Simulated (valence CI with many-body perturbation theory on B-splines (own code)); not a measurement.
# Co5+: key properties

Level of theory: configuration interaction combined with many-body perturbation theory (CI+MBPT): four valence electrons over a frozen Dirac-Fock core [Ar], radial functions for each j: 9 s, 9 p, 10 d, 8 f, 5 g, 3 h, 1 i, with the one-electron correlation potential Σ1, the two-electron term Σ2, the three-electron term Σ3, Breit, model QED; selected CI, second order for the rest, scaled by the run's own slope (own B-spline code, finite nucleus).

Set against measurement, 58 paired levels are off by 1734 cm⁻¹ on average, the worst by 4406. These come from a selection out of Sugar and Corliss, J. Phys. Chem. Ref. Data 10, 1097 (1981). Levels without a partner in it may be off by more, other configurations by 1,000 to 8,000 cm⁻¹. Only levels of the ground parity were solved; by the run's estimate the other parity begins above the list, which can be wrong where configurations are misplaced.

Rates and lifetimes use the calculated energies. Strong lines usually hold to 10 to 20 %, long lifetimes can be off by a factor of two.

What is the ground level?

3d4 5D_0, composition 99 % 3d4 5D.

How well does LS coupling describe the low levels?

Among the lowest 20 levels the leading LS term, summed over configurations, holds 97 % on average. For single configurations the figures are 97 % in LS and 52 % in jj coupling. Terms mix most in the J = 4 level at 3.790 eV, where the leading one holds 91 %.

What is the ionisation energy?

101.89 eV; NIST lists 102 ± 0.2 eV (semi-empirical).

Name the longest-lived excited levels whose lifetime is computed, and their main decay.

3d4 5D_1 at 0.025 eV lives 2220 s, mostly by M1 to 3d4 5D_0; 3d4 3H_6 at 3.484 eV lives 613 s, mostly by M1 to 3d4 3H_5; 3d4 3H_5 at 3.432 eV lives 516 s, mostly by M1 to 3d4 3H_4.

How is the term 5D of the ground level split?

J = 0 at 0.000, J = 1 at 0.025, J = 2 at 0.072, J = 3 at 0.138, J = 4 at 0.219 eV.
